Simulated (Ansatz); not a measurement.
Species: C3H8Si, SMILES `C/C=[SiH]/C` (charge 0, multiplicity 1).

Q: Give a relaxed geometry from PBE0-D3(BJ)/def2-TZVP run with Ansatz (a quantum-chemistry and plane-wave program).

A: the end point of this relaxation (outside a Z-matrix the atoms follow the SMILES, hydrogens last).
Bonded distances (Å): C1–C2 1.496, C1–H5 1.096, C1–H6 1.096, C1–H7 1.093, C2–Si3 1.706, C2–H8 1.089, Si3–C4 1.862, Si3–H9 1.484, C4–H10 1.092, C4–H11 1.092, C4–H12 1.091. Bond angles (°): C2–C1–H5 111.5, C2–C1–H6 111.5, C2–C1–H7 112.1, H5–C1–H6 106.6, H5–C1–H7 107.4, H6–C1–H7 107.4, C1–C2–Si3 127.2, C1–C2–H8 115.8, Si3–C2–H8 117.0, C2–Si3–C4 124.2, C2–Si3–H9 120.4, C4–Si3–H9 115.4, Si3–C4–H10 111.1, Si3–C4–H11 111.1, Si3–C4–H12 109.8, H10–C4–H11 107.7, H10–C4–H12 108.5, H11–C4–H12 108.5.
